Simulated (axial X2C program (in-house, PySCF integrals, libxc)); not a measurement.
TaO: from Re and ωe to a spectrum

A bond curve at the PBE0 level, with spin–orbit coupling, was computed with an in-house all-electron X2C program for linear molecules (integrals from PySCF) (basis Ta dyall-cv3z [13s14p9d7f4g], O dyall-av3z [7s6p3d2f] (cores contracted in-house)) for the state Ω = 3/2 (⟨Sz⟩ = -0.49, ⟨Lz⟩ = 1.99 at PBE0). Its fit gives Re = 1.6749 Å, ωe = 1073.6 cm⁻¹, ωexe = 3.26 cm⁻¹ and αe = 1.708e-03 cm⁻¹; the masses are 180.9480 and 15.9949 u. Two-component means X2C with spin–orbit coupling and atomic mean-field Coulomb and Gaunt terms.

Find the reduced mass, Be and the force constant.

From the PBE0 values: μ = 14.6959 u. Be = 16.8576/(μ Re²) = 0.4089 cm⁻¹. k = 5.8918×10⁻⁷ μ ωe² = 9.98 mdyn/Å.

The dipole moment p changes by 6.29 D/Å at Re. What harmonic infrared intensity follows?

I = 42.256 × (dp/dR)²/μ = 110 km/mol.

A Morse curve ties αe to the other constants (Pekeris). How well does that hold?

αe(Morse) = 6Be²/ωe × (√(ωexe/Be) − 1) = 1.704e-03 cm⁻¹; the PBE0 curve gives 1.708e-03 cm⁻¹, a ratio of 1.00.

Estimate the centrifugal constant by the Kratzer relation.

D = 4Be³/ωe² = 2.37e-07 cm⁻¹.

Where do the fundamental and the first overtone lie?

ν(1←0) = ωe − 2ωexe = 1067.1 cm⁻¹; ν(2←0) = 2ωe − 6ωexe = 2127.6 cm⁻¹.

The state is one determinant whose occupation by symmetry is held fixed; it was picked as the lowest of a PBE0 search that is not exhaustive. Density functionals use the spin component along the axis (collinear). PBE0 can misorder states that lie within some tenths of an eV, so this need not be the ground state of the molecule. The nearest other 2c determinant of the search, Ω = 3/2, lies 0.30 eV up at the distance of the search. The functionals have no current-density term, which raises determinants with orbital currents, atoms included.
